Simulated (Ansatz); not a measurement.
`O/C=C/[SiH2][SiH3]` + `[OH][Ge][OH]` → `[OH][Ge][O][SiH3]` + `O/C=C/[SiH3]`  (cleavage of the Si–Si bond)

Computed with Ansatz on PBE0-D4/def2-TZVP structures; ΔE is electronic, products minus reactants. CCSD(T)/CBS adds triple-zeta CCSD(T) − MP2 to the extrapolated MP2 energy (def2 sets, frozen cores). Double bonds are as drawn, so ΔE can hold a change between cis and trans. DFT in def2-TZVPP. B3LYP here is the variant with VWN-RPA as its local correlation; programs differ in this. For Ge outer-core shells are correlated without core-valence functions, which leaves a few kJ/mol of doubt a bond. Scalar relativity is left out up to krypton. One conformer a species, not always the lowest.

`O/C=C/[SiH2][SiH3]`:

Z-matrix (Å, degrees):
```
Si
Si 1 2.343
C 1 1.845 2 111.3
H 1 1.491 2 108.1 3 122.9
H 1 1.492 2 109.3 3 -119.7
H 2 1.489 1 111.3 3 -176.2
H 2 1.490 1 110.3 3 -56.2
H 2 1.489 1 110.4 3 63.3
C 3 1.332 1 121.8 2 -116.7
H 3 1.088 1 120.7 2 61.6
O 9 1.351 3 122.7 1 178.5
H 9 1.089 3 121.8 1 -1.6
H 11 0.960 9 109.9 3 179.4
```

`[OH][Ge][OH]`:

```xyz
5

O     0.027    0.489    1.315
Ge    1.036   -0.647    0.369
O     0.224   -0.644   -1.226
H    -0.730    0.900    0.889
H    -0.557   -0.097   -1.347
```

`[OH][Ge][O][SiH3]`:

Z-matrix (Å, degrees):
```
Si
O 1 1.640
H 1 1.486 2 109.6
H 1 1.486 2 109.6 3 -119.8
H 1 1.490 2 110.8 3 120.1
Ge 2 1.800 1 137.6 3 -120.2
O 6 1.774 2 96.3 1 179.9
H 7 0.964 6 112.5 2 -0.0
```

`O/C=C/[SiH3]`:

Cartesian coordinates in Å:
```
O 0.778 1.883 -1.440
C 0.331 0.705 -0.967
C 0.102 0.380 0.307
Si -0.515 -1.291 0.783
H 0.917 2.488 -0.703
H 0.168 0.009 -1.785
H 0.288 1.132 1.074
H 0.433 -1.987 1.697
H -0.678 -2.104 -0.453
H -1.824 -1.214 1.487
```

(1) Is it downhill or uphill in electronic energy at CCSD(T)/CBS, and by how much? (An estimate is asked.)

(2) What do these levels give: PBE0-D4, ωB97X-V, r2SCAN, B3LYP, CCSD/def2-TZVPP, CCSD/CBS(def2)? (An estimate is asked.)

Largest T1 diagnostic among the species: 0.015.

## Answers

(1) The calculation gave: Downhill: ΔE = -26.6 kcal/mol.

(2) The calculation gave: PBE0-D4 -22.5, ωB97X-V -26.1, r2SCAN -25.3, B3LYP -26.7, CCSD/def2-TZVPP -28.0, CCSD/CBS(def2) -27.4 kcal/mol.

From PBE to PBE0 (25 % exact exchange), in def2-TZVPP and without D4, ΔE moves by −2.1 kcal/mol. In def2-TZVPP, CCSD(T) changes the Hartree–Fock value by +6.2 kcal/mol (the triples alone add +0.7 kcal/mol) and MP2 by +4.4 kcal/mol.
